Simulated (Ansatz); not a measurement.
Geometry optimisation, Ansatz 0.2.0, RKS PBE0-D4/6-31G.

The input (input.yaml):

```yaml
crystal:
  periodic: [false, false, false]
  atoms:
    - { symbol: C, position_ang: [-0.6597, -1.0887, 1.2978] }
    - { symbol: Si, position_ang: [0.2173, 0.5113, 0.9091] }
    - { symbol: Cl, position_ang: [2.1812, 0.2888, 1.3723] }
    - { symbol: Si, position_ang: [0.4447, 0.146, -1.844] }
    - { symbol: C, position_ang: [-0.0358, 1.3483, -0.6398] }
    - { symbol: F, position_ang: [-1.3116, 1.936, -0.7697] }
    - { symbol: H, position_ang: [-0.2329, -1.9121, 0.8013] }
    - { symbol: H, position_ang: [-1.7107, -0.9552, 0.9495] }
    - { symbol: H, position_ang: [-0.7124, -1.2226, 2.405] }
    - { symbol: H, position_ang: [-0.5255, -1.0472, -1.8814] }
    - { symbol: H, position_ang: [1.7853, -0.283, -1.8754] }
    - { symbol: H, position_ang: [0.6371, 2.2234, -0.6906] }
basis:
  gaussian: { orbitals: "6-31G" }
hamiltonian:
  xc: pbe0
  dispersion: d4
relax:
  f_tol: 0.02
  max_steps: 40
scf:
  lower_state_search: "off"
output:
  orbitals: {}
```

Run as:

```bash
$ ansatz run input.yaml --threads 1 --pin off --max-ram 2048MiB --backend cpu --events-out ev --progress --plain --runs-dir out
```

Q: Where does it end, and by what steps?

A: It converged. Limits of this set-up: no polarisation functions. After 37 steps the energy has fallen by 1.799 eV; H10 moved furthest, 2.19 Å. Parted: Si4–H11 (1.41 → 3.34 Å). Joined: Si2–H11 (3.29 → 1.50 Å).

```csv
step,energy less start (eV),largest force component (eV/Å),accepted
0,0.0000,4.618,yes
2,-1.0115,0.270,yes
4,-1.0340,0.112,yes
6,-1.0505,0.279,yes
8,-1.1574,0.646,yes
10,-1.3552,0.398,yes
12,-1.5832,0.463,yes
14,-1.6501,0.491,yes
16,-1.6925,0.268,yes
18,-1.7149,0.287,yes
20,-1.7356,0.464,yes
22,-1.7589,0.392,yes
24,-1.7787,0.210,yes
26,-1.7873,0.084,yes
28,-1.7920,0.098,yes
30,-1.7951,0.080,yes
32,-1.7973,0.069,yes
34,-1.7985,0.047,yes
36,-1.7988,0.030,yes
37,-1.7988,0.016,yes
```

```xyz
12
Properties=species:S:1:pos:R:3
C -0.515 -0.942 1.575
Si 0.648 -0.408 0.190
Cl 2.543 0.278 1.040
Si 0.789 1.342 -2.462
C -0.144 1.076 -0.784
F -1.538 0.652 -0.894
H -0.133 -1.830 2.087
H -1.496 -1.164 1.144
H -0.628 -0.134 2.304
H -0.331 0.629 -3.270
H 0.998 -1.519 -0.757
H -0.117 1.965 -0.139
```

Whether the end is a true minimum wasn't checked by a vibrational analysis.

Time of the run: 2.7 min on 1 thread of Arm Neoverse V2, with other jobs on the host, peak memory 0.17 GiB.
